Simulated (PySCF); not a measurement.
**Computed data sheet: `C(=O)C1=CC(O1)(F)F`**

Species: C4H2F2O2.
SMILES with atom numbers: `[O:1]=[CH:2][C:3]1=[CH:4][C:5]([F:6])([F:7])[O:8]1` (hydrogens: H9 on C2; H10 on C4)

Cartesian coordinates in Å at the GFN2-xTB level; atoms count from 1:
```
atom  x, y, z in Å
O1     2.4385    1.1865    0.6386
C2     1.8644    0.5239   -0.1791
C3     0.4592    0.1205   -0.0617
C4    -0.5725    0.2640    0.7909
C5    -1.3594   -0.5693   -0.1990
F6    -2.3839    0.0164   -0.8211
F7    -1.7846   -1.7679    0.2037
O8    -0.2071   -0.6533   -1.0185
H9     2.3402    0.1524   -1.1023
H10   -0.7858    0.7314    1.7259
```

Some functional groups and rings: aldehyde, C=C double bond, ether and C–F bond.

From GFN2-xTB geometry:

| Property | Result |
| --- | --- |
| Point group of the GFN2-xTB geometry | Cs |
| Rotational constants A, B, C of the GFN2-xTB geometry | 5.994, 1.181, 1.173 GHz |

**CAM-B3LYP/def2-SVPD ground state and vertical TDDFT (core frozen in the response) (PySCF)**

| Item | Value |
| --- | --- |
| Dipole moment | 0.33 D |
| HOMO energy | -9.47 eV |
| LUMO energy | -2.07 eV |
| HOMO–LUMO gap | 7.40 eV |
| Lowest singlet excitation | 3.55 eV (349 nm, f = 0.000) |
| Strongest line among the 8 lowest singlet transitions | S6 at 7.73 eV (160 nm, f = 0.210) |
| Lowest triplet excitation (Tamm–Dancoff) | 2.52 eV |
| Static isotropic polarisability | 53.9 au |
| Electronic spatial extent ⟨r²⟩ about the centre of nuclear charge | 950 bohr² |

Monoisotopic mass (most abundant isotopes): 120.0023 u.

The polarisability is 7.98 Å³ as a volume (1 au = 0.148185 Å³), or 0.90 au for each of the 60 electrons. The dipole equals about 1.1 × 10⁻³⁰ C·m (1 D = 3.33564 × 10⁻³⁰ C·m). The rotational constants make it an asymmetric top with κ = (2B − A − C)/(A − C) = -1.00, nearer the prolate limit (−1). The vertical singlet–triplet gap S1 − T1 is 1.03 eV (TDDFT singlet less Tamm–Dancoff triplet; S1: HOMO−1→LUMO, weight 0.95; T1: HOMO→LUMO, weight 0.93). No computed singlet falls in the visible range (750 to 380 nm, 1.65 to 3.26 eV); S1 lies 0.29 eV above its blue end. The 8 singlets span 3.55 to 8.15 eV, and their oscillator strengths add up to 0.41.

The structure is a single GFN2-xTB conformer in the gas phase; no vibrational or solvent corrections.
